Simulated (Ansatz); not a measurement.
CH$_{5}$FO$_{3}$Si, SMILES `OC(O)(O)[SiH2]F` at its PBE0-D4/def2-TZVP geometry, where that method's forces vanish. Total charge 0; spin multiplicity 1.

```csv
atom,x (Å),y (Å),z (Å)
O1,0.538,-0.581,-1.365
C2,-0.082,-0.494,-0.103
O3,0.444,-1.391,0.800
O4,-1.425,-0.815,-0.326
Si5,0.039,1.267,0.635
F6,1.570,1.738,0.529
H7,1.469,-0.355,-1.260
H8,0.233,-2.280,0.480
H9,-1.635,-0.567,-1.232
H10,-0.774,2.172,-0.210
H11,-0.378,1.307,2.053
```

Task: For each bond, give half the difference of the two atoms' forces along it (eV/Å; positive pushes the atoms apart) under PBE-D4, r2SCAN-D4, B3LYP-D4, ωB97M-V in def2-TZVPP. (Estimate.)

Result: Ansatz gave: 
```json
{"bond": "O1–C2", "length (Å)": "1.409", "PBE-D4": "0.36", "r2SCAN-D4": "0.29", "B3LYP-D4": "0.26", "ωB97M-V": "0.17"}
{"bond": "O1–H7", "length (Å)": "0.963", "PBE-D4": "0.36", "r2SCAN-D4": "0.01", "B3LYP-D4": "-0.06", "ωB97M-V": "-0.09"}
{"bond": "C2–O3", "length (Å)": "1.378", "PBE-D4": "0.28", "r2SCAN-D4": "0.20", "B3LYP-D4": "0.20", "ωB97M-V": "0.19"}
{"bond": "C2–O4", "length (Å)": "1.399", "PBE-D4": "0.35", "r2SCAN-D4": "0.26", "B3LYP-D4": "0.24", "ωB97M-V": "0.18"}
{"bond": "C2–Si5", "length (Å)": "1.913", "PBE-D4": "-0.21", "r2SCAN-D4": "-0.19", "B3LYP-D4": "-0.13", "ωB97M-V": "-0.20"}
{"bond": "O3–H8", "length (Å)": "0.968", "PBE-D4": "0.42", "r2SCAN-D4": "0.02", "B3LYP-D4": "-0.05", "ωB97M-V": "-0.11"}
{"bond": "O4–H9", "length (Å)": "0.963", "PBE-D4": "0.36", "r2SCAN-D4": "-0.01", "B3LYP-D4": "-0.05", "ωB97M-V": "-0.08"}
{"bond": "Si5–F6", "length (Å)": "1.605", "PBE-D4": "0.52", "r2SCAN-D4": "0.03", "B3LYP-D4": "0.19", "ωB97M-V": "0.19"}
{"bond": "Si5–H10", "length (Å)": "1.482", "PBE-D4": "0.03", "r2SCAN-D4": "-0.02", "B3LYP-D4": "-0.12", "ωB97M-V": "-0.15"}
{"bond": "Si5–H11", "length (Å)": "1.479", "PBE-D4": "0.02", "r2SCAN-D4": "-0.02", "B3LYP-D4": "-0.12", "ωB97M-V": "-0.15"}
```

B3LYP here is the variant with VWN-RPA as its local correlation; programs differ in this.
